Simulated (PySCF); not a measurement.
Isomers of C5H3F3O, one GFN2-xTB conformer each. Single-point energies are computed at PBE0/pcSseg-1 (PySCF, gas phase, no added dispersion term), electronic only.

Question: Rank them by PBE0/pcSseg-1 energy, lowest first (kJ/mol).
A. `[O:1]=[C:2]([CH:3]1[CH:4]=[CH:5]1)[C:6]([F:7])([F:8])[F:9]` with O1–C2–C3–C4 -28°
B. `[CH:1]#[C:2][C:3](=[CH2:4])[O:5][C:6]([F:7])([F:8])[F:9]` with C2–C3–O5–C6 0°
C. `O=CC#CCC(F)(F)F`

Answer: C (0.0), A (63.3), B (63.6).

As drawn, the lowest has a C=O bond, which the highest lacks; the highest has a C=C bond outside aromatic rings, which the lowest lacks. Neighbours under 10 kJ/mol apart (O=C(C1C=C1)C(F)(F)F and C#CC(=C)OC(F)(F)F) can change places with a better method, another conformer or zero-point energy. GFN2-xTB itself gives, in the same order: 7.3, 91.3, 0.0. GFN2-xTB puts C#CC(=C)OC(F)(F)F lowest instead; measured from each level's own lowest isomer, the values differ by up to 63.6 kJ/mol (C#CC(=C)OC(F)(F)F: 0.0 against 63.6).

Question: Which frontier levels, dipoles and rotational constants go with these structures?

Answer: 
```csv
SMILES,"HOMO (eV, PBE0/pcSseg-1)",LUMO (eV),dipole (D),"A, B, C (MHz)"
O=CC#CCC(F)(F)F,-8.20,-2.15,1.98,"4821, 645.8, 634.6"
O=C(C1C=C1)C(F)(F)F,-7.99,-1.62,3.61,"3217, 1140, 1048"
C#CC(=C)OC(F)(F)F,-7.60,-1.40,2.55,"2615, 1441, 1106"
```
